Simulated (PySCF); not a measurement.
# Ionisation energy of Ru⁺ by level of theory

Ru⁺ [Kr] 4d7 (4F) → Ru²⁺ [Kr] 4d6 (5D), as a difference of total energies. Computed with PySCF 2.14 in aug-cc-pVTZ-PP with one added diffuse shell each of s, p, d, f, g type with ECP28MDF (7s7p6d4f3g, 113 functions), with scalar relativity through the core potential. Correlated levels: valence: 4s2 4p6 frozen. The calculations carry no spin-orbit coupling.

Order these methods by the ionisation energy they give, lowest first.
A. LDA
B. MP2 (valence)
C. PBE
D. PW91

B (16.328 eV), C (16.939 eV), D (17.026 eV), A (17.151 eV).

The reference lies between the lowest fine-structure levels, while these numbers refer to the centres of the terms.

Errors of the correlated levels include the incompleteness of this basis and the frozen core.

For comparison: 16.76 ± 0.06 eV (semi-empirical (NIST evaluation); NIST Atomic Spectra Database, ionization energies).
